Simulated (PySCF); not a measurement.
Excitations are Tamm–Dancoff values on a coarser integration grid. The basis has no diffuse functions, so Rydberg states are missing or too high.

# C4H12O4Si, SMILES `CO[Si](OC)(OC)OC` (charge 0, multiplicity 1)

Computed with r2SCAN-D4/def2-TZVP // r2SCAN-D4/def2-SVP in PySCF.

The HOMO is -6.82 eV, the dipole moment is 0.00 D and the HOMO–LUMO gap is 7.52 eV. The LUMO comes out as 0.71 eV and the S1 excitation (TDA) is 7.54 eV. The S1 oscillator strength comes out as 0.002 and the T1 excitation (TDA) is 7.30 eV. The S1–T1 gap (TDA) is 0.24 eV, the total energy is -750.1314 Ha and the cost comes out as roughly 2.5 core-hours.

```xyz
21

C     -1.6850    -0.6614     2.0141
O     -1.4780    -0.1822     0.7006
Si    -0.0002    -0.0004     0.0001
O      0.9698     0.7099     1.1236
C      2.3736     0.8257     1.0070
O     -0.2350     0.8695    -1.3768
C     -1.0493     2.0216    -1.4636
O      0.7427    -1.3990    -0.4472
C      0.3608    -2.1857    -1.5576
H     -1.4426    -1.7367     2.0938
H     -1.0694    -0.1105     2.7461
H     -2.7469    -0.5274     2.2715
H      2.7744     1.1941     1.9638
H      2.8408    -0.1475     0.7770
H      2.6545     1.5432     0.2148
H     -2.0552     1.8366    -1.0486
H     -1.1488     2.2999    -2.5240
H     -0.6004     2.8742    -0.9225
H     -0.6120    -2.6809    -1.3853
H      0.2841    -1.5775    -2.4755
H      1.1223    -2.9656    -1.7115
```
